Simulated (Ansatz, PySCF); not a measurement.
GaCl₂I, SMILES [Cl][Ga]([Cl])[I]. Atoms are numbered in the order given.

```xyz
4

Ga     0.0000     0.0000     0.7704
Cl     0.0000     1.8225     1.8700
Cl     0.0000    -1.8225     1.8700
I      0.0000     0.0000    -1.6836
```

Geometry: PBE0-D3(BJ)/def2-SVP. The structure was generated by enumeration; whether it is a known compound was not checked. The def2 effective core potentials stand for the cores of I; spin–orbit coupling is left out.

Two levels are set side by side: PBE-D3(BJ)/def2-SVP (Ansatz, a program for electronic structure) and PBE0-D3(BJ)/def2-SVP (Ansatz). Each level has its own optimised geometry; the coordinates shown are those of the second. Frequencies come from the Hessian of PySCF at each geometry. Differences are taken from unrounded values.

```
quantity                            PBE0-D3(BJ)  PBE-D3(BJ)  PBE-D3(BJ) minus PBE0-D3(BJ)
----------------------------------  -----------  ----------  ----------------------------
mean bond length (Å)                      2.237       2.257                         0.020
bond Ga1–Cl2 (Å)                          2.129       2.147                         0.018
bond Ga1–Cl3 (Å)                          2.129       2.147                         0.018
bond Ga1–I4 (Å)                           2.454       2.476                         0.022
highest harmonic wavenumber (cm⁻¹)          465         446                           -20
mean harmonic wavenumber (cm⁻¹)             244         233                           -11
zero-point energy (kcal/mol)               2.10        2.00                         -0.09
```

Exact exchange shortens and stiffens bonds; PBE has none. Differences between two approximate levels are no errors against the true value.
